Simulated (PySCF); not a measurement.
C5H11O2Si (doublet state).
Z-matrix (Å and degrees, GFN2-xTB geometry), rows numbered from 1:
```
C 
O   1  1.4048
C   2  1.4316  1  115.66
C   3  1.5229  2  111.57  1   -87.11
C   3  1.5270  2  103.55  1   150.31
Si  5  1.9011  3  101.38  2   -30.87
C   6  1.8465  5  117.71  3   -62.50
O   7  1.2410  6  121.40  5     4.60
H   1  1.0887  2  106.49  3  -176.99
H   1  1.0940  2  111.25  3    63.92
H   1  1.0951  2  110.79  3   -57.98
H   3  1.0977  2  108.47  1    34.51
H   4  1.0882  3  109.74  2   -54.98
H   4  1.0866  3  109.68  2  -174.81
H   4  1.0880  3  111.06  2    65.32
H   5  1.0908  3  110.25  2    87.38
H   5  1.0881  3  111.03  2  -153.09
H   6  1.4527  5  118.79  3   101.92
H   7  1.1046  6  119.36  5  -172.16
```

The hyperfine couplings belong to this conformer and change with its torsions.

Identity: `CO[C@H](C)C[SiH]C=O` [radical].

Theory: UKS B3LYP, pcH-1 on C H O Si, non-relativistic, mean-field spin-orbit, GIAO (PySCF). Isolated species at its GFN2-xTB geometry (one conformer only). Couplings are sensitive to structure, and on GFN2-xTB geometries they can be far from those on DFT ones, by a factor of two or more for some ions and for spin on atoms past the first row. Stability of the SCF solution: not tested.

(1) Where do the isotropic ENDOR lines of H18, H19, H17, H13/H14/H15, H12, H16 and H9/H10/H11 fall at 1208.7 mT, to first order?

(2) Which pairs are centred on the nuclear Larmor frequency, and which on half the coupling?

Answers

(1) ν± = |νn ± a/2|, one line for each electron-spin manifold; νn = |g_N| × 7.62259 MHz/T × B.

```csv
nuclei,isotope,g_N,νn (MHz),a_iso (MHz),lower line (MHz),upper line (MHz)
H18,1H,5.5857,51.46,-22.45,40.24,62.69
H19,1H,5.5857,51.46,-9.85,46.54,56.39
H17,1H,5.5857,51.46,8.13,47.40,55.53
H13/H14/H15,1H,5.5857,51.46,2.11,50.41,52.52
H12,1H,5.5857,51.46,-0.97,50.98,51.95
H16,1H,5.5857,51.46,-0.96,50.98,51.94
H9/H10/H11,1H,5.5857,51.46,0.72,51.10,51.83
```

(2) Centred on νn, since |a| < 2νn: H18, H19, H17, H13/H14/H15, H12, H16 and H9/H10/H11. No pair has |a| > 2νn.

Means are taken over nuclei equivalent by connectivity, which assumes that they swap fast.

The largest Mulliken spin populations are on Si6 (+0.77) and O8 (+0.22). The angles at Si6 add up to 358.1°, so it is nearly planar; its axial dipolar tensor and the negative coupling of its proton fit spin in a p orbital normal to that plane.
